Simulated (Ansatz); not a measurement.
Cost and result for the atomization energy of C3H6BCl (11 atoms, 12 bonds).

Z-matrix (Å, degrees):
```
B
C 1 1.749
C 1 1.766 2 47.1
C 1 1.765 2 47.2 3 137.0
H 1 1.190 2 108.2 3 -111.5
H 1 1.192 2 129.6 3 68.4
Cl 2 1.728 1 116.7 3 111.5
H 3 1.082 1 105.2 2 115.0
H 3 1.081 1 122.5 2 -108.7
H 4 1.081 1 122.5 2 108.7
H 4 1.082 1 105.3 2 -115.0
```

Charge 0, multiplicity 1. The bonds changed during the relaxation, so this is another structure than the one it started from. The structure was optimised at the PBE0-D4/def2-TZVP level. It is one conformer, not always the lowest. Program: Ansatz. All runs use 4 threads of an Arm Neoverse V1 on a shared host. Times are those of one run each, without the atoms' runs, and a repeat can differ threefold. Electronic energies, without spin–orbit coupling; frozen cores. CCSD(T)/CBS adds CCSD(T) − MP2 in def2-TZVPP to the MP2 limit, and its time is that of the two runs behind it. T1 = 0.011. B3LYP takes the VWN-RPA correlation (the form of Gaussian; ORCA's B3LYP/G).

CCSD(T)/CBS is a level of theory with its own doubt, some kJ/mol a heavy atom from the limit and from the frozen cores, so smaller differences don't rank the functionals.

| level | functions | wall time | atomization (kJ/mol) | difference from CCSD(T)/CBS | per bond |
| --- | --- | --- | --- | --- | --- |
| PBE-D4/def2-TZVPP (with forces) | 250 | 2.5 s | 4356.0 | 149.2 | 12.4 |
| PBE0-D4/def2-TZVPP | 250 | 2.8 s | 4287.7 | 80.9 | 6.7 |
| B3LYP-D4/def2-TZVPP (with forces) | 250 | 4.4 s | 4219.8 | 13.0 | 1.1 |
| r2SCAN-D4/def2-TZVPP (with forces) | 250 | 4.6 s | 4269.4 | 62.6 | 5.2 |
| B2PLYP/def2-TZVPP | 250 | 4.9 s | 4181.1 | -25.7 | -2.1 |
| ωB97X-V/def2-TZVPP | 250 | 7.5 s | 4230.2 | 23.4 | 1.9 |
| ωB97M-V/def2-TZVPP (with forces) | 250 | 11 s | 4247.6 | 40.8 | 3.4 |
| MP2/def2-QZVPP | 478 | 21 s | 4263.2 | 56.4 | 4.7 |
| CCSD(T)/def2-TZVPP | 250 | 110 s | 4113.6 | -93.2 | -7.8 |
| CCSD(T)/CBS(def2) | – | 2.2 min | 4206.8 | 0.0 | 0.0 |

In def2-TZVPP, CCSD(T) changes the Hartree–Fock value by +993.8 kJ/mol (the triples alone add +72.9 kJ/mol) and MP2 by +1088.9 kJ/mol; breaking electron pairs costs correlation energy, which Hartree–Fock lacks. The D4 term adds +37.8 kJ/mol with B3LYP and +19.5 kJ/mol with PBE0; it sums over pairs of atoms, weighted by their polarisabilities, and B3LYP, whose exchange is more repulsive, gets the larger term. From PBE to PBE0 (25 % exact exchange), in def2-TZVPP and without D4, the atomization energy moves by −64.4 kJ/mol: exact exchange takes away binding that semilocal exchange gives to molecules.
